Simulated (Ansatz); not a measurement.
Z-matrix (Å, degrees):
```
C
C 1 1.3576
H 1 1.0924 2 122.18
C 2 1.4842 1 122.91 3 0.42
O 4 1.2089 2 123.76 1 179.65
H 4 1.1197 5 121.66 2 179.92
C 2 1.4913 1 117.03 3 -179.41
C 7 1.3507 2 116.86 1 0.22
H 8 1.0911 7 122.65 2 179.65
H 7 1.0936 8 124.95 9 -0.03
Si 8 1.8686 9 130.52 7 179.71
H 11 1.4851 8 117.77 9 58.21
C 11 1.9350 12 106.11 1 -123.51
F 13 1.3466 11 112.13 12 178.90
F 13 1.3503 14 107.32 11 -122.73
F 13 1.3513 14 107.25 15 -114.94
```
Charge 0, multiplicity 1.

Computed with frozen-core CCSD(T)/cc-pVDZ // B3LYP-D3(BJ)/def2-SVP in Ansatz (an electronic-structure program). The restricted HF reference is unstable towards unrestricted orbitals.

* **HF energy**: -892.23076 Ha
* **MP2 correlation energy**: -1.59616 Ha

Estimate the CCSD correlation energy, the (T) correction, the total energy and the T1 diagnostic.


The CCSD correlation energy comes out as -1.65189 Ha. The (T) correction comes out as -0.05513 Ha and the CCSD(T) total energy comes out as -893.93778 Ha. The T1 diagnostic is 0.014.
